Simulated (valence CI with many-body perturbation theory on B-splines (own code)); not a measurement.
Energy levels of Nd⁹⁺

Level of theory: valence CI with perturbative core correlation (CI+MBPT): five valence electrons over a frozen Dirac-Fock core [Kr] 4d10, a basis of 7 s, 7 p, 7 d, 7 f, 4 g, 2 h functions for each j, with the one-electron correlation potential Σ1 (screened to all orders), the two-electron term Σ2, the three-electron term Σ3, Breit, model QED; selected single and double excitations, second order for the rest, scaled by the run's own slope (own B-spline code, finite nucleus).

No measured levels were compared; by estimate terms of the open shell hold to a few per cent of their energy, and close levels can change places; configurations with another count of f electrons can be misplaced by thousands of cm⁻¹. Among the levels kept, up to 1800 cm⁻¹ of a level comes from second order outside the variational space, and about a tenth of that is noise between levels of different J, which matters for small intervals. The lowest computed level is not the ground level that NIST lists (°, for many ions itself from theory).

Levels 181 to 218 of 218, with energies above the lowest level, (4f5/2 5s^2 5p1/2^2) J=5/2. "Leading %" is the weight of the configuration and term that name the level; weights of strongly mixed levels are sums over their largest components and can fall short. In the jj column 3d3/2^4 stands for four electrons in 3d with j = 3/2. Lifetimes count E1, E2, E3, M1 and M2 decay at the calculated energies, and are blank where another channel may lead or the interval is too uncertain; long ones can be off by a factor of two.

| No. | Configuration | Term | J | E (eV) | Leading % | Lifetime | Second component | Leading jj |
| --- | --- | --- | --- | --- | --- | --- | --- | --- |
| 181 | 4f2 5s 5p2 | 6G | 9/2 | 24.070 | 27 | 3.97 ns | 19 % 4f2 5s 5p2 4I | 4f5/2 4f7/2 5s 5p1/2 5p3/2 (67 %) |
| 182 | 4f2 5s 5p2 | 6H | 5/2 | 24.101 | 23 | 4.77 ns | 17 % 4f2 5s 5p2 6G | 4f5/2^2 5s 5p1/2 5p3/2 (42 %) |
| 183 | 4f2 5s 5p2 | 6G | 7/2 | 24.174 | 32 | 6.98 ns | 25 % 4f2 5s 5p2 6D | 4f5/2 4f7/2 5s 5p1/2 5p3/2 (61 %) |
| 184 | 4f 5s 5p3 | 4F | 3/2 | 24.198 | 46 | 2.15 ns | 10 % 4f2 5s 5p2 4F | 4f7/2 5s 5p1/2^2 5p3/2 (37 %) |
| 185 | 4f2 5s 5p2 | 6G | 11/2 | 24.199 | 26 | 3.95 ns | 21 % 4f2 5s 5p2 6F | 4f5/2 4f7/2 5s 5p1/2 5p3/2 (57 %) |
| 186 | 4f2 5s 5p2 | 4F | 5/2 | 24.488 | 22 | 2.04 ns | 17 % 4f2 5s 5p2 6P | 4f7/2^2 5s 5p1/2^2 (50 %) |
| 187 | 4f2 5s 5p2 | 6G | 9/2 | 24.526 | 26 | 3.04 ns | 10 % 4f2 5s 5p2 4H | 4f5/2 4f7/2 5s 5p1/2 5p3/2 (63 %) |
| 188 | 4f2 5s 5p2 | 2G | 7/2 | 24.529 | 21 | 3.29 ns | 16 % 4f2 5s 5p2 6G | 4f5/2 4f7/2 5s 5p1/2 5p3/2 (69 %) |
| 189 | 4f2 5s 5p2 | 4H | 13/2 | 24.563 | 55 | 2.08 ns | 15 % 4f2 5s 5p2 4K | 4f5/2 4f7/2 5s 5p1/2^2 (52 %) |
| 190 | 4f2 5s 5p2 | 4K | 11/2 | 24.639 | 52 | 2.05 ns | 9 % 4f2 5s 5p2 2I | 4f5/2 4f7/2 5s 5p1/2^2 (47 %) |
| 191 | 4f2 5s 5p2 | 4H | 11/2 | 24.751 | 33 | 2.09 ns | 15 % 4f2 5s 5p2 6G | 4f5/2 4f7/2 5s 5p1/2 5p3/2 (36 %) |
| 192 | 4f 5s 5p3 | 4G | 5/2 | 24.753 | 26 | 480 ps | 15 % 4f2 5s 5p2 6H | 4f5/2 5s 5p1/2^2 5p3/2 (26 %) |
| 193 | 4f2 5s 5p2 | 6H | 9/2 | 24.818 | 28 | 1.91 ns | 16 % 4f2 5s 5p2 4H | 4f5/2 4f7/2 5s 5p1/2 5p3/2 (36 %) |
| 194 | 4f2 5s 5p2 | 4G | 7/2 | 24.890 | 29 | 1.37 ns | 29 % 4f2 5s 5p2 6H | 4f5/2^2 5s 5p1/2 5p3/2 (40 %) |
| 195 | 4f2 5s 5p2 | 4F | 3/2 | 24.940 | 56 | 1.88 ns | 16 % 4f2 5s 5p2 6G | 4f5/2 4f7/2 5s 5p1/2 5p3/2 (63 %) |
| 196 | 4f2 5s 5p2 | 4D | 1/2 | 24.963 | 54 | 2.21 ns | 10 % 4f2 5s 5p2 6F | 4f5/2 4f7/2 5s 5p1/2 5p3/2 (38 %) |
| 197 | 4f2 5s 5p2 | 4I | 13/2 | 24.979 | 37 | 2.56 ns | 28 % 4f2 5s 5p2 6H | 4f5/2 4f7/2 5s 5p1/2 5p3/2 (42 %) |
| 198 | 4f2 5s 5p2 | 6F | 11/2 | 24.980 | 27 | 4.23 ns | 16 % 4f2 5s 5p2 4G | 4f7/2^2 5s 5p1/2 5p3/2 (63 %) |
| 199 | 4f2 5s 5p2 | 6I | 17/2 | 25.089 | 81 | 5.80 ns | 16 % 4f2 5s 5p2 4K | 4f7/2^2 5s 5p1/2 5p3/2 (57 %) |
| 200 | 4f2 5s 5p2 | 6G | 5/2 | 25.101 | 38 | 3.63 ns | 12 % 4f2 5s 5p2 4G | 4f5/2 4f7/2 5s 5p1/2 5p3/2 (40 %) |
| 201 | 4f3 5s 5p | 6K | 9/2 | 25.107 | 61 | 5.67 ns | 6 % 4f3 5s 5p 4I | 4f5/2^3 5s 5p1/2 (47 %) |
| 202 | 4f2 5s 5p2 | 4G | 9/2 | 25.136 | 30 | 2.84 ns | 10 % 4f2 5s 5p2 2G | 4f7/2^2 5s 5p1/2 5p3/2 (51 %) |
| 203 | 4f2 5s 5p2 | 6G | 3/2 | 25.151 | 60 | 1.41 ns | 12 % 4f2 5s 5p2 4F | 4f5/2^2 5s 5p1/2 5p3/2 (51 %) |
| 204 | 4f 5s 5p3 | 4F | 5/2 | 25.208 | 10 | 696 ps | 9 % 4f2 5s 5p2 4F | 4f5/2 4f7/2 5s 5p1/2 5p3/2 (32 %) |
| 205 | 4f2 5s 5p2 | 6H | 15/2 | 25.267 | 49 | 2.93 ns | 25 % 4f2 5s 5p2 4I | 4f7/2^2 5s 5p1/2 5p3/2 (42 %) |
| 206 | 4f2 5s 5p2 | 6G | 7/2 | 25.299 | 18 | 762 ps | 8 % 4f 5s 5p3 4H | 4f5/2 4f7/2 5s 5p1/2 5p3/2 (37 %) |
| 207 | 4f2 5s 5p2 | 4H | 13/2 | 25.314 | 33 | 1.89 ns | 20 % 4f2 5s 5p2 6G | 4f5/2 4f7/2 5s 5p1/2 5p3/2 (52 %) |
| 208 | 4f2 5s 5p2 | 4D | 3/2 | 25.369 | 36 | 2.28 ns | 10 % 4f2 5s 5p2 4P | 4f7/2^2 5s 5p1/2^2 (22 %) |
| 209 | 4f3 5s 5p | 6K | 11/2 | 25.397 | 44 | 6.62 ns | 14 % 4f3 5s 5p 6I | 4f5/2^2 4f7/2 5s 5p1/2 (50 %) |
| 210 | 4f 5s 5p3 | 4G | 7/2 | 25.466 | 9 | 526 ps | 6 % 4f2 5s 5p2 6D | 4f5/2 4f7/2 5s 5p1/2 5p3/2 (29 %) |
| 211 | 4f2 5s 5p2 | 4H | 9/2 | 25.467 | 24 | 3.49 ns | 16 % 4f2 5s 5p2 4F | 4f7/2^2 5s 5p1/2 5p3/2 (41 %) |
| 212 | 4f2 5s 5p2 | 4D | 5/2 | 25.550 | 17 | 1.94 ns | 13 % 4f2 5s 5p2 6G | 4f5/2 4f7/2 5s 5p1/2 5p3/2 (48 %) |
| 213 | 4f 5s 5p3 | 4H | 7/2 | 25.586 | 16 | 543 ps | 15 % 4f2 5s 5p2 6G | 4f5/2 4f7/2 5s 5p1/2 5p3/2 (33 %) |
| 214 | 4f3 5s 5p | 6K | 11/2 | 25.593 | 19 | 4.10 ns | 18 % 4f2 5s 5p2 6H | 4f5/2 4f7/2 5s 5p1/2 5p3/2 (33 %) |
| 215 | 4f2 5s 5p2 | 6F | 9/2 | 25.599 | 28 | 1.48 ns | 15 % 4f2 5s 5p2 6G | 4f5/2 4f7/2 5s 5p1/2 5p3/2 (51 %) |
| 216 | 4f2 5s 5p2 | 6D | 7/2 | 25.602 | 15 | 668 ps | 8 % 4f 5s 5p3 4H | 4f5/2 4f7/2 5s 5p1/2 5p3/2 (29 %) |
| 217 | 4f2 5s 5p2 | 6D | 5/2 | 25.674 | 35 | 2.37 ns | 14 % 4f2 5s 5p2 6F | 4f5/2 4f7/2 5s 5p1/2 5p3/2 (36 %) |
| 218 | 4f2 5s 5p2 | 6D | 3/2 | 25.722 | 25 | 1.96 ns | 23 % 4f2 5s 5p2 6P | 4f5/2^2 5s 5p1/2 5p3/2 (33 %) |

Where two levels of one J and parity lie close, their mixing, g and order are uncertain.
